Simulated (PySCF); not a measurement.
**Working out the ionisation energy of Bi+**

Bi+ [Xe] 4f14 5d10 6s2 6p2 (3P) → Bi(2+) [Xe] 4f14 5d10 6s2 6p1 (2P). All numbers are calculated (PySCF 2.14, the spin-free X2C one-electron Hamiltonian (Gaussian nucleus), in ANO-RCC-VTZP (8s7p5d3f2g, 93 functions)). Frozen: [Xe] 4f14 5d10. Energies in hartree (1 hartree = 27.21139 eV):

| part | Bi+ (lower) | Bi(2+) (upper) |
| --- | --- | --- |
| UHF | -21528.032465 | -21527.468180 |
| CCSD correlation | -0.047153 | -0.035699 |
| (T) | -0.000878 | -0.000346 |

Task: What does Hartree-Fock give?

Result: (-21527.468180) − (-21528.032465) = 0.564285 hartree = 15.355 eV.

Task: What do CCSD and CCSD(T) give?

Result: The CCSD correlation energies differ by 0.011454 hartree = 0.312 eV and the triples by 0.000532 hartree = 0.014 eV, so CCSD gives 15.667 eV and CCSD(T) 15.681 eV.

Reference: 16.703 eV (measured; NIST Atomic Spectra Database, ionization energies), between the lowest levels; spin-orbit coupling is absent from the calculation.

What remains against the reference includes basis incompleteness, the frozen core and higher excitations.
